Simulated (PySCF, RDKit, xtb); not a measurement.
Complex: NH3 (SMILES N) (first 4 atoms) with PH3 (SMILES P); geometry from B3LYP-D3(BJ)/def2-TZVP, rigid monomers moved along the line of their centres of mass till N1···P5 is 2.90 Å.
(charge 0, multiplicity 1):
```xyz
8

N     -0.064    -0.116     0.076
H     -0.906    -0.681     0.077
H     -0.342     0.836    -0.131
H      0.520    -0.439    -0.686
P     -0.095     0.395     2.932
H      1.150     0.895     2.484
H      0.264     0.467     4.308
H      0.292    -0.960     2.805
```

Monomers are frozen at their geometry in the pair; levels with a basis set take the counterpoise correction. Rows marked so take none. RDKit's UFF carries no charges.

Rows in 3-21G, 6-31G* carry no dispersion term and start afresh at each structure (6-31G* with six Cartesian d functions).

The values were computed with PySCF for 3-21G rows, 6-31G* rows; RDKit for the force fields; xtb for the GFN methods. Each number belongs to the level named beside it.

One of these levels gives 2.92 kcal/mol for the interaction energy. Name it.
(A) B3LYP/6-31G*
(B) B3LYP/3-21G (no counterpoise)
(C) UFF
(D) GFN2-xTB

C, UFF. The others give -3.74 (GFN2-xTB), -5.29 (B3LYP/3-21G (no counterpoise)), 0.04 (B3LYP/6-31G*)
